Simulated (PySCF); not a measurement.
Cost against size for one kind of job: GIAO PBE0/pcSseg-1 NMR shielding, non-relativistic, gas phase (PySCF); work: shieldings, charges and field gradients. Hardware: an Arm Neoverse V1 with one thread, shared host. The host was shared with other jobs, so the times are rough.

| species (SMILES) | atoms | electrons | basis functions | SCF cycles | wall time |
| --- | --- | --- | --- | --- | --- |
| [NH2][GeH2][C](=O)O | 10 | 66 | 134 | 13 | 11 s |
| F[C](F)(F)[GeH-][Cl] | 7 | 84 | 138 | 11 | ? |
| C[S+](C)[AlH2-][S][SiH3] | 17 | 82 | 185 | 12 | 28 s |
| C=CC(F)(F)C(F)(F)C(F)(F)F | 15 | 96 | 219 | 14 | 46 s |
| C#CC[C@@H](C#C)C(C)(C)C | 24 | 74 | 240 | 15 | 75 s |

Task: Estimate the withheld figures.

Result: `F[C](F)(F)[GeH-][Cl]`: 11 s.

Task: Which species took longest, and how many times the shortest run?

Result: `C#CC[C@@H](C#C)C(C)(C)C`, at 75 s: about 6.8 times the shortest (11 s).
